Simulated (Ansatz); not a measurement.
Program: Ansatz. Geometries: PBE0-D4/def2-TZVP. ΔE: electronic, gas phase. CCSD(T)/CBS adds triple-zeta CCSD(T) − MP2 to the extrapolated MP2 energy (def2 sets, frozen cores). This one scheme is used for every species. DFT in def2-TZVPP. HSE06 is defined as in plane-wave codes. For Ga outer-core shells are correlated without core-valence functions, which leaves a few kJ/mol of doubt a bond. Scalar relativity is left out up to krypton. Each species was taken in one conformer, which may not be the lowest.

Reaction (ligand exchange at a Ga–Cl bond): `[OH][Ga]([F])[Cl]` + `O[SiH3]` → `[OH][Ga]([F])[O][SiH3]` + HCl

```
  level  ΔE (kcal/mol)
PBE0-D4           11.6
  HSE06           12.2
```

(1) What does CCSD(T)/CBS give? (Best estimate.)

Largest T1 diagnostic among the species: 0.014.

Answers

(1) The calculation gave: +9.5 kcal/mol. The listed levels differ from it by 2.1, 2.7 kcal/mol.

In def2-TZVPP, CCSD(T) changes the Hartree–Fock value by −2.3 kcal/mol (the triples alone add −0.0 kcal/mol) and MP2 by −2.0 kcal/mol. Leaving LDA and LC-ωPBE aside and taking each functional with its dispersion term where it has one, the values, not all of them listed here, spread over 2.2 kcal/mol, from CAM-B3LYP-D4 to HSE06-D4. LDA lies −0.9 kcal/mol from PBE without D4. The D4 term adds −0.9 kcal/mol with B3LYP and −0.5 kcal/mol with PBE0; it sums over pairs of atoms, weighted by their polarisabilities, and B3LYP, whose exchange is more repulsive, gets the larger term.

B3LYP here is the variant with VWN-RPA as its local correlation; programs differ in this.
